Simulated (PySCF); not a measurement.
# How the method changes the shape and vibrations of ClGeH3OSi

Calculated results; nothing here was measured. They come from PySCF 2.14.0, an open-source quantum chemistry program, on an isolated molecule that a program drew, which may never have been made. The molecule is ClGeH3OSi (charge 0, singlet), drawn as the SMILES string `Cl[Si][O][GeH3]`.

The geometry was optimised and harmonic frequencies were computed with HF and MP2, all in the cc-pV(D+d)Z basis, for the commonest isotopes, with a restricted reference for singlets and an unrestricted one otherwise, and a frozen core in MP2. Germanium has the cc-pVDZ-PP basis, with a core potential (ECP10MDF) in place of its 10 inner electrons, and its 3s, 3p and 3d shells are frozen in MP2. Each result is a local minimum of its method.

Geometry at the HF minimum:
```xyz
7
ClGeH3OSi, angstrom
Cl    0.8176   -1.7913   -0.9613
Si   -0.5006   -0.0965   -1.0556
O     0.2603    0.9570   -0.0985
Ge    1.6968    1.2495    0.9545
H     2.9407    1.1106    0.0868
H     1.5182    2.6709    1.4716
H     1.6598    0.2245    2.0803
```

Lengths of the bonds as drawn, in Å (atoms numbered as above):
| bond | HF | MP2 |
|---|---|---|
| Cl1-Si2 | 2.149 | 2.139 |
| Si2-O3 | 1.614 | 1.647 |
| O3-Ge4 | 1.805 | 1.841 |
| Ge4-H5 | 1.523 | 1.528 |
| Ge4-H6 | 1.523 | 1.529 |
| Ge4-H7 | 1.523 | 1.528 |

Rotational constants, in GHz:
| constant | HF | MP2 |
|---|---|---|
| A | 5.678 | 5.305 |
| B | 1.259 | 1.354 |
| C | 1.044 | 1.094 |

Harmonic frequencies in cm^-1, each column in rising order, so a row needn't be the same motion in every method:
```
rank    HF   MP2
   1    72    82
   2    82   110
   3   138   135
   4   316   293
   5   456   463
   6   517     ?
   7   697   649
   8   705   660
   9   913   861
  10   951   897
  11   955   904
  12  1083   996
  13  2271  2228
  14  2272  2232
  15  2285  2232
```

**Estimate the missing MP2 frequency from the HF column.**

A single factor s that minimises the squared misfit of MP2 against s times HF over the other rows is sum(HF x MP2) / sum(HF^2) = 0.9701, with an rms misfit of 26 cm^-1. For rank 6 it gives 0.9701 x 517 = 502 cm^-1. The calculation gives 522 cm^-1, 20 cm^-1 above the estimate. The drawn bonds are on average 0.8 % longer in MP2 than in HF.
